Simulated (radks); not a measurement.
Results of a calculation; reference values are marked as such.
Effect of the nuclear size on neutral rhenium, [Xe] 4f14 5d5 6s2. Code: a radial shooting solver on a logarithmic mesh with Libxc functionals. Model: Dirac Kohn-Sham, relativistic LDA (MacDonald-Vosko exchange, VWN5 correlation), spin-unpolarised, spherical densities, finite nucleus; open shells are shared between the two j in proportion to 2j + 1; Fermi nuclear charge, rms radius 5.3698 fm. The rms radius is varied about that value; shifts are against it.

rms radius (fm)  total energy shift (eV)  density at nucleus (e/bohr^3)  1s1/2 shift (meV)  2s1/2 shift (meV)  5p1/2 shift (meV)  6s1/2 shift (meV)  5d5/2 shift (meV)  6p1/2 (empty) shift (meV)
4.5321                             -18.6                      1.619e+06              -7480              -1060              0.572             -0.707              0.621                      0.229
4.8328                             -12.2                      1.582e+06              -4890               -695              0.374             -0.462              0.406                      0.149
5.3698                                 0                      1.524e+06              0.000              0.000              0.000              0.000              0.000                      0.000
5.8585                              11.8                      1.477e+06               4730                673             -0.361              0.447             -0.393                     -0.145
6.4384                              26.6                      1.428e+06              10700               1520             -0.815               1.01             -0.888                     -0.326

Slopes of the eigenvalues against <r^2> in GHz/fm^2, as finite differences over the two radii next to the reference (eigenvalue slopes, not the field-shift constants of lines): 1s1/2 212000, 2s1/2 30200, 5p1/2 -16.2, 6s1/2 20.0, 5d5/2 -17.6, 6p1/2 (empty) -6.48.
